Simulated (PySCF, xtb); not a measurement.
CH3ClSi, SMILES C[Si]Cl (connectivity only; charge and spin as stated), neutral, multiplicity 1.

GFN2-xTB (xtb) at its own geometry gives an orbital gap of 2.49 eV and a dipole moment of 1.61 D.

The structure is a stationary point at B3LYP-D3(BJ)/def2-TZVP.

Q: What does PBE0/def2-TZVPD in PySCF give? (Estimate from the structure and the level; the computed values follow.)

A: gap 4.16 eV (levels -6.75 and -2.59 eV), dipole 1.87 D.
